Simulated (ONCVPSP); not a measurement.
Before and after: ONCV potential for nitrogen (N)

N (Z = 7), optimised norm-conserving Vanderbilt (ONCV), made with ONCVPSP 4.0.1 (PBE, scalar-relativistic). Core [He], reference 2s2 2p1 (charge +2). Waves: 2s: rc 0.80 bohr, ncon 4, nbas 9, qcut 10.4 1/bohr, local; 2p: rc 1.65 bohr, ncon 4, nbas 9, qcut 9.9 1/bohr, 3 projectors, debl 2.6 Ha. Local part: the s channel. Core correction: Teter function, fcfact 5.75, rcfact 1.65.

Change: p: nproj 1.

Cutoffs: the cutoffs (Ha) at which the residual kinetic energy of the hardest occupied pseudo-wave falls to 1 and 0.1 mHa per electron; they do not see the model core or the augmentation charge, which bear on the density cutoff. Errors are all-electron minus pseudo energies relative to the spin-unpolarised reference configuration.

Task: How do hardness, ghosts and transferability respond?

Result: The potential gets neither clearly harder nor softer (33 Ha and 41 Ha → 33 Ha and 41 Ha); of the 4 tests that both files solve, the error grows in 0 and shrinks in 2 by more than 15 % and 0.3 meV (median size 136.9 → 110.1 meV); the range in which the p phases agree narrows (upper end at the end of the scan → 0.4); neither file shows a bound ghost.

```csv
quantity,base,changed
"cutoff, loose",33 Ha,33 Ha
"cutoff, tight",41 Ha,41 Ha
bound ghosts,none,none
GHOST(+) flags under 300 eV,none,none
"error for 2s2 2p3, meV [ΔE -42.44 eV]",+142,+105
"error for 2s2 2p2, meV [ΔE -28.85 eV]",+62,+51
"error for 2s2 2p0, meV [ΔE 47.08 eV]",+147,+147
"error for 2s1 2p3, meV [ΔE -17.07 eV]",+132,+115
s: phases at 0.81 bohr within 0.05 rad from the reference energy up to (Ha; the scan ends near 5),to the end of the scan,to the end of the scan
p: phases at 1.68 bohr within 0.05 rad from the reference energy up to (Ha; the scan ends near 5),to the end of the scan,0.4
"rms error of d²Exc/dni dnj with the model core, mHa",1.87,1.87
```
